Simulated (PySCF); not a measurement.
GaBr2, SMILES [Br][Ga+][Br], charge +1.

Geometry: B3LYP-D3(BJ)/def2-SVP. The spin state was assumed, not searched. The isomer is the one that the SMILES or the coordinates give; other isomers of the formula were not compared.

All values below come from TDA-LC-ωPBE/def2-SVPD (PySCF).

Vertical excitations; the highest root listed may be one member of a degenerate set.  State labels are in the subgroup D2h.

Computed lowest excited states:
```
state  symmetry  energy (eV)  λ (nm)      f                                              main pairs
-----  --------  -----------  ------  -----  ------------------------------------------------------
S1          B3g         5.00     248  0.000                              HOMO→LUMO (degenerate set)
S2          B2g         5.00     248  0.000                            HOMO−1→LUMO (degenerate set)
S3          B2u         5.53     224  0.020                            HOMO−3→LUMO (degenerate set)
S4          B3u         5.53     224  0.020                            HOMO−2→LUMO (degenerate set)
S5           Au         6.56     189  0.000                    HOMO→LUMO+2 49 %, HOMO−1→LUMO+1 49 %
S6           Au         6.60     188  0.000             HOMO−1→LUMO+1, HOMO→LUMO+2 (degenerate set)
S7          B1u         6.60     188  0.000             HOMO−1→LUMO+2, HOMO→LUMO+1 (degenerate set)
S8          B1u         6.78     183  0.001  HOMO−4→LUMO 42 %, HOMO→LUMO+1 28 %, HOMO−1→LUMO+2 28 %
S9          B1g         6.98     178  0.000                  HOMO−3→LUMO+2 49 %, HOMO−2→LUMO+1 49 %
S10          Ag         7.07     175  0.000                  HOMO−2→LUMO+2 49 %, HOMO−3→LUMO+1 49 %
T1          B3g         4.47     278      0                              HOMO→LUMO (degenerate set)
T2          B2g         4.47     278      0                            HOMO−1→LUMO (degenerate set)
T3          B2u         4.87     254      0                            HOMO−3→LUMO (degenerate set)
T4          B3u         4.87     254      0                            HOMO−2→LUMO (degenerate set)
```
Triplets are in the Tamm–Dancoff approximation.
